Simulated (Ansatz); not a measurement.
Ansatz (a first-principles code) input (CCSD(T)/aug-cc-pVDZ):

Ansatz 0.2 input:
```yaml
crystal:
  periodic: [false, false, false]
  atoms:
    - {symbol: C, position_ang: [1.19116540, 0.02436462, 0.00315701]}
    - {symbol: C, position_ang: [-0.01664926, -0.30007511, 0.51891372]}
    - {symbol: O, position_ang: [-1.07559004, 0.18044252, -0.35335896]}
    - {symbol: H, position_ang: [1.32540947, 0.57277564, -0.94124711]}
    - {symbol: H, position_ang: [2.09861003, -0.26004892, 0.53013007]}
    - {symbol: H, position_ang: [-1.86639598, -0.10200392, 0.10556434]}
basis:
  gaussian:
    orbitals: aug-cc-pVDZ
total_charge: -1
magnetization: {spin_polarized: false}
correlation: {method: ccsd_t, electrons: outside_noble_gas}
output: {forces: true}
```

Output:

```
Functional definition: HF
integrals: 0.12 GiB planned
948 factors; integrals over basis functions are off by at most 7.8e-4 eV
mean field: 0.22 GiB planned
mean field evaluation 1: about -4141.5538 eV, gradient 2.3e1 eV
mean field evaluation 2: about -4141.5543 eV, gradient 2.3e1 eV
mean field evaluation 4: about -4143.3063 eV, gradient 3.7e0 eV
mean field evaluation 8: about -4143.3595 eV, gradient 8.6e-2 eV
mean field evaluation 16: about -4143.3553 eV, gradient 8.7e-1 eV
mean field -4143.35951394 eV, -152.2656536674 hartree, gradient 1.9e-6 eV, S^2 0.000000; 0 other end points of the search recorded, 0 dependent functions left out
3 core orbitals not correlated
reference -4143.35951394 eV, -152.2656536674 hartree; 9, 9 occupied and 84, 84 virtual orbitals, 948 factors
densities: 0.53 GiB planned
second order -13.46537394 eV of doubles, -0.00000000 eV of singles
coupled cluster: 0.38 GiB planned
cycle   1  -13.58658750 eV  change   -1.2e-1 eV  update   1.0e-1
cycle   2  -13.96641181 eV  change   -3.8e-1 eV  update   3.4e-2
cycle   3  -14.08424754 eV  change   -1.2e-1 eV  update   2.3e-2
cycle   4  -14.08222354 eV  change    2.0e-3 eV  update   9.2e-3
cycle   5  -14.07716934 eV  change    5.1e-3 eV  update   6.1e-3
cycle   6  -14.07887055 eV  change   -1.7e-3 eV  update   2.7e-3
cycle   7  -14.07896927 eV  change   -9.9e-5 eV  update   1.3e-3
cycle   8  -14.07859970 eV  change    3.7e-4 eV  update   5.5e-4
cycle   9  -14.07870077 eV  change   -1.0e-4 eV  update   2.2e-4
cycle  10  -14.07880006 eV  change   -9.9e-5 eV  update   1.1e-4
cycle  11  -14.07872214 eV  change    7.8e-5 eV  update   4.7e-5
cycle  12  -14.07874279 eV  change   -2.1e-5 eV  update   2.3e-5
cycle  13  -14.07874988 eV  change   -7.1e-6 eV  update   1.1e-5
cycle  14  -14.07874992 eV  change   -4.1e-8 eV  update   5.9e-6
cycle  15  -14.07875590 eV  change   -6.0e-6 eV  update   2.7e-6
perturbative correction -0.57217650 eV, -0.0210270986 hartree
the calculation of the forces begins
Total energy: -4158.01044634 eV, -152.8040655023 hartree
Atom 0 at     1.191165     0.024365     0.003157 Å, force     0.961704     0.203581    -0.315872 eV/Å
Atom 1 at    -0.016649    -0.300075     0.518914 Å, force    -0.934348    -0.406496     0.668238 eV/Å
Atom 2 at    -1.075590     0.180443    -0.353359 Å, force    -0.146390     0.159782    -0.282217 eV/Å
Atom 3 at     1.325409     0.572776    -0.941247 Å, force    -0.020060     0.223869    -0.388368 eV/Å
Atom 4 at     2.098610    -0.260049     0.530130 Å, force     0.361877    -0.130373     0.239501 eV/Å
Atom 5 at    -1.866396    -0.102004     0.105564 Å, force    -0.222781    -0.050363     0.078718 eV/Å
Dipole moment:    -0.230538     0.191566    -0.340452 e Å
```

It need not be the lowest isomer of its formula. Whether it binds its extra electron was not tested at this geometry.
